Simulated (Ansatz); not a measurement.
Computed with Ansatz on PBE0-D4/def2-TZVP structures; ΔE is electronic, products minus reactants. CCSD(T)/CBS is the MP2 limit (def2-TZVPP, def2-QZVPP) plus CCSD(T) − MP2 in def2-TZVPP, frozen cores. This one scheme is used for every species. DFT in def2-TZVPP. B3LYP here is the variant with VWN-RPA as its local correlation; programs differ in this. Each species was taken in one conformer, which may not be the lowest.

`C#CCCCCCCC` + `O[Si](O)(O)O` → `CCO[Si](O)(O)O` + `C#CCCCCC`  (substitution at a C–C bond)

```json
{"level": "PBE-D4", "ΔE (kJ/mol)": "35.9", "difference from CCSD(T)/CBS": "-6.8"}
{"level": "r2SCAN-D4", "ΔE (kJ/mol)": "36.3", "difference from CCSD(T)/CBS": "-6.4"}
{"level": "PBE0-D4", "ΔE (kJ/mol)": "38.5", "difference from CCSD(T)/CBS": "-4.2"}
{"level": "B3LYP-D4", "ΔE (kJ/mol)": "30.4", "difference from CCSD(T)/CBS": "-12.3"}
{"level": "ωB97X-V", "ΔE (kJ/mol)": "35.1", "difference from CCSD(T)/CBS": "-7.6"}
{"level": "ωB97M-V", "ΔE (kJ/mol)": "37.7", "difference from CCSD(T)/CBS": "-5.0"}
{"level": "B2PLYP", "ΔE (kJ/mol)": "36.3", "difference from CCSD(T)/CBS": "-6.4"}
{"level": "PBE", "ΔE (kJ/mol)": "36.9", "difference from CCSD(T)/CBS": "-5.8"}
{"level": "r2SCAN", "ΔE (kJ/mol)": "36.4", "difference from CCSD(T)/CBS": "-6.3"}
{"level": "PBE0", "ΔE (kJ/mol)": "39.6", "difference from CCSD(T)/CBS": "-3.1"}
{"level": "B3LYP", "ΔE (kJ/mol)": "32.2", "difference from CCSD(T)/CBS": "-10.5"}
{"level": "HF/def2-TZVPP", "ΔE (kJ/mol)": "30.2", "difference from CCSD(T)/CBS": "-12.5"}
{"level": "MP2/def2-TZVPP", "ΔE (kJ/mol)": "46.0", "difference from CCSD(T)/CBS": "3.3"}
{"level": "SCS-MP2/def2-TZVPP", "ΔE (kJ/mol)": "40.8", "difference from CCSD(T)/CBS": "-1.9"}
{"level": "CCSD/def2-TZVPP", "ΔE (kJ/mol)": "40.4", "difference from CCSD(T)/CBS": "-2.3"}
{"level": "CCSD(T)/def2-TZVPP", "ΔE (kJ/mol)": "40.8", "difference from CCSD(T)/CBS": "-1.9"}
{"level": "HF/def2-QZVPP", "ΔE (kJ/mol)": "29.9", "difference from CCSD(T)/CBS": "-12.8"}
{"level": "MP2/def2-QZVPP", "ΔE (kJ/mol)": "47.0", "difference from CCSD(T)/CBS": "4.3"}
{"level": "SCS-MP2/def2-QZVPP", "ΔE (kJ/mol)": "42.0", "difference from CCSD(T)/CBS": "-0.7"}
{"level": "HF/CBS(def2)", "ΔE (kJ/mol)": "29.9", "difference from CCSD(T)/CBS": "-12.8"}
{"level": "MP2/CBS(def2)", "ΔE (kJ/mol)": "47.9", "difference from CCSD(T)/CBS": "5.2"}
{"level": "CCSD/CBS(def2)", "ΔE (kJ/mol)": "42.4", "difference from CCSD(T)/CBS": "-0.3"}
{"level": "CCSD(T)/CBS", "ΔE (kJ/mol)": "42.7", "difference from CCSD(T)/CBS": "0"}
```

Largest T1 diagnostic among the species: 0.011.

In def2-TZVPP, CCSD(T) changes the Hartree–Fock value by +10.6 kJ/mol (the triples alone add +0.3 kJ/mol) and MP2 by +15.8 kJ/mol.
